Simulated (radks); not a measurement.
The tellurium ion Te4+, 48 electrons, occupied as [Kr] 4d10 5s1.75 4f0.25 (fractional occupations, a model configuration).

All-electron calculation, scalar-relativistic Kohn-Sham, SCAN, spin-polarised, spherical densities, finite nucleus; open shells are filled with parallel spins first (spin-orbit coupling, left out, can overturn this in heavy ions); meta-GGA in the generalised Kohn-Sham scheme; Fermi nuclear charge, rms radius 4.7423 fm. Program: a radial shooting solver on a logarithmic mesh with Libxc functionals.

Energy parts (Ry):
| part | energy |
|---|---|
| total | -13583.91667 |
| kinetic | 14232.87831 |
| electron-nucleus | -32702.78463 |
| Hartree | 5236.56334 |
| exchange-correlation | -350.57368 |

Orbitals (lengths in bohr, moments of r in powers of bohr):
orbital  occ.  eigenvalue (Ry)      <r>
1s up       1        -2332.041  0.02781
1s down     1        -2332.039  0.02781
2s up       1        -361.6650   0.1198
2s down     1        -361.6644   0.1198
2p up       3        -324.7252   0.1048
2p down     3        -324.7244   0.1048
3s up       1        -75.10140   0.3213
3s down     1        -75.09985   0.3213
3p up       3        -62.98988   0.3197
3p down     3        -62.98803   0.3197
3d up       5        -44.74536   0.2968
3d down     5        -44.74361   0.2967
4s up       1        -15.61917   0.7651
4s down     1        -15.61345   0.7651
4p up       3        -11.84398   0.8202
4p down     3        -11.83781   0.8199
4d up       5         -6.31917   0.9607
4d down     5         -6.30676   0.9583
4f up    0.25         -1.49195    2.361
5s up       1         -3.97679    1.864
5s down  0.75         -3.92164    1.866

The highest occupied level is 4f up at -20.299 eV. The electron density at the nucleus is 2.349e+05 e/bohr^3 (large components only).

Empty levels of this run are not shown, since the potential may be unsettled where no density lies.
